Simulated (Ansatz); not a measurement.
Ansatz (an electronic-structure program) input (RI-MP2/def2-QZVPPD):
A basis named .json is the Basis Set Exchange file of that set.

Ansatz 0.2 input:
```yaml
crystal:
  periodic: [false, false, false]
  atoms:
    - {symbol: In, position_ang: [-0.00000000, -0.00000000, -0.03605115]}
    - {symbol: H, position_ang: [0.00000000, 0.00000000, 1.76650620]}
basis:
  gaussian:
    orbitals: def2-QZVPPD.json
    fitting: {mean_field: def2-universal-jkfit, correlation: def2-QZVPPD-RIFIT.json}
magnetization: {spin_polarized: true, initial_magnetization: 2}
correlation: {method: mp2, electrons: outside_noble_gas}
```

End of the output:

```
integrals: 0.04 GiB planned
236 factors; integrals over basis functions are off by at most 3.3e0 eV
357 factors; integrals over basis functions are off by at most 7.2e-1 eV
mean field: 0.18 GiB planned
mean field evaluation 1: about -5162.1206 eV, gradient 6.0e0 eV
mean field evaluation 2: about -5162.5667 eV, gradient 3.1e0 eV
mean field evaluation 4: about -5162.7267 eV, gradient 5.3e-1 eV
mean field evaluation 8: about -5162.7444 eV, gradient 8.6e-6 eV
mean field -5162.74441255 eV, -189.7273577274 hartree, gradient 8.6e-6 eV, S^2 2.025405; 2 other end points of the search recorded, 0 dependent functions left out
9 core orbitals not correlated
reference -5162.74441255 eV, -189.7273577274 hartree; 3, 1 occupied and 109, 111 virtual orbitals, 357 factors
second order -1.10302762 eV of doubles, -0.00000000 eV of singles
Total energy: -5163.84744017 eV, -189.7678932447 hartree
```

This is an excited triplet: at this geometry the singlet lies 1.95 eV lower at CCSD(T)/CBS(def2-TZVPPD,def2-QZVPPD).
